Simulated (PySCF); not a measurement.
A structure optimised at PBE0-D3(BJ)/def2-TZVP, used in a PySCF frequency run:

```
Ge
H 1 1.5377
H 1 1.5377 2 109.64
H 1 1.5427 2 108.12 3 117.66
C 1 1.9195 2 110.03 4 121.19
H 5 1.0841 1 121.99 2 151.66
H 5 1.0841 6 115.98 1 -177.73
```
Charge 0, spin multiplicity 2.

Write its SMILES, formula and point group.

[CH2][GeH3], CH5Ge, Cs

What are its rotational constants (standard atomic weights)?

63.120, 9.5425, 9.2339 GHz
